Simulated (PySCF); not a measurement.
C4H10N2P (charge +1).
Atom-mapped SMILES: `[CH3:1][N:2]1[CH:3]=[CH:4][N:5]([CH3:6])[PH2+:7]1`

NICS is the negative of the GIAO shielding at a point without a nucleus: at the ring centre (0) and 1 Å above and below it (1); zz is the component along the ring normal. Level: GIAO PBE0/pcSseg-1 (PySCF, non-relativistic, gas phase) on the GFN2-xTB geometry, one conformer.

Ring bond lengths (Å), with Mayer bond orders in brackets: N2–C3 1.418 (0.91), C3–C4 1.327 (1.84), C4–N5 1.418 (0.91), N5–P7 1.635 (1.12), P7–N2 1.635 (1.12).

Task: What do the NICS probes read (ppm)?

Result: 
| ring | type | NICS(0) | NICS(1), two faces | NICS(1)zz, two faces | rms pucker (Å) | centre to ring atoms, mean (Å) |
| --- | --- | --- | --- | --- | --- | --- |
| N2–C3–C4–N5–P7 | 5-membered ring with 2 N and P; formal bonds 1 double, 4 single | -8.6 | -3.9 / -3.9 | -6.7 / -6.7 | 0.01 | 1.26 |

Task: What do they say, and how far can they be read as aromaticity?

Result: 
- N2–C3–C4–N5–P7: mean NICS(1)zz -6.7 ppm, shielded. P7 has four or more neighbours, so the value isn't read as a sign of a π ring current.

Task: At the second NICS(1) probe listed for ring N2–C3–C4–N5–P7, 1 Å off the ring, what do the in-plane components average?

Result: The isotropic value is a third of the trace: (3 × -3.9 − (-6.7))/2 = -2.5 ppm.

Task: What are the shieldings of the ring atoms and their hydrogens in the same run (means over atoms taken as equivalent)?

Result: 
| atoms | environment | σ isotropic (ppm) | principal values of the symmetric part, first atom (ppm) |
| --- | --- | --- | --- |
| N2 (×2) | nitrogen bonded to 2 C and P | 218.3 | 156.8, 172.8, 325.2 |
| C3 (×2) | vinylic carbon bearing nitrogen | 59.4 | -33.6, 92.2, 119.6 |
| P7 | phosphorus bonded to 2 N and 2 H | 329.6 | 275.0, 283.9, 429.9 |
| H on C3 (×2) | vinylic hydrogen | 25.23 | 22.6, 26.4, 26.8 |
| H on P7 (×2) | P–H hydrogen | 23.13 | 18.8, 20.5, 30.1 |

The run took 47 s wall on Arm Neoverse N1, one thread, on a shared host, and the process peaked at 0.80 GiB of memory. This is the whole shielding run at PBE0/pcSseg-1, SCF included.
